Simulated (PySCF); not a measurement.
C8H9PS.
Atom-mapped SMILES: `[CH2:1]=[CH:2][c:3]1[p:4][c:5]([CH:6]2[CH2:7][CH2:8]2)[cH:9][s:10]1`

Geometry (GFN2-xTB, Å), atoms numbered from 1 in this order:
```
atom  x, y, z in Å
C1     4.3502    0.0931   -0.5853
C2     3.2530   -0.5263   -1.0159
C3     1.9100   -0.2280   -0.6028
P4     0.5383   -1.1001   -1.1804
C5    -0.6223   -0.1573   -0.2153
C6    -2.0608   -0.4818   -0.2840
C7    -3.1096    0.5856   -0.1182
C8    -2.9183   -0.4345    0.9541
C9    -0.0946    0.8244    0.5614
S10    1.6032    1.0497    0.5329
H11    5.3282   -0.1860   -0.9346
H12    4.3004    0.8966    0.1314
H13    3.3295   -1.3333   -1.7348
H14   -2.2809   -1.2709   -0.9944
H15   -2.7775    1.5956    0.0678
H16   -3.9932    0.5259   -0.7351
H17   -3.6678   -1.2008    1.0802
H18   -2.4491   -0.1286    1.8767
H19   -0.6487    1.4859    1.2039
```

NICS = −σ at a ghost point: NICS(0) at the centroid of the ring atoms, NICS(1) 1 Å to either side along the normal of their mean plane, zz for the tensor component along that normal. Level: GIAO PBE0/pcSseg-1 (PySCF, non-relativistic, gas phase) on the GFN2-xTB geometry, one conformer.

Rings: 1. C3–P4–C5–C9–S10; 2. C6–C7–C8.

```json
{"set": "P", "NICS(0)": "-9.3", "NICS(1), two faces": "-9.6 / -9.6", "NICS(1)zz, two faces": "-19.6 / -19.5"}
{"set": "Q", "NICS(0)": "-42.2", "NICS(1), two faces": "-6.7 / -8.0", "NICS(1)zz, two faces": "-22.8 / -23.8"}
```

Problem. Which set (ppm) belongs to which ring?

Solution. P = 1, Q = 2.
- 1 (5-membered ring with P and S; formal bonds all aromatic): mean NICS(1)zz -19.6 ppm, shielded.
- 2 (3-membered carbocycle; formal bonds all single): mean NICS(1)zz -23.2 ppm, shielded. C6, C7, C8 have four or more neighbours, and the NICS criterion for π rings isn't applied.

Problem. How do the rings differ in shape?

Solution. 
```json
{"ring": "1", "bond lengths (Å)": "1.725, 1.780, 1.358, 1.713, 1.737", "rms pucker (Å)": "0.00", "HOMA": "0.69", "nearest outside atom to a NICS(1) probe (Å)": "hydrogen 2.57"}
{"ring": "2", "bond lengths (Å)": "1.506, 1.492, 1.507", "rms pucker (Å)": "0.00", "HOMA": "–", "nearest outside atom to a NICS(1) probe (Å)": "hydrogen 1.43"}
```

HOMA = 1 − mean of α(R − Ropt)² over the ring bonds, with Krygowski's 1993 parameters (CC: Ropt 1.388 Å, α 257.7 Å⁻²; CP: Ropt 1.698 Å, α 118.91 Å⁻²; CS: Ropt 1.677 Å, α 94.09 Å⁻²). A dash marks a ring with a four-coordinate atom, a triple bond, no multiple bond or a kind of bond without parameters.
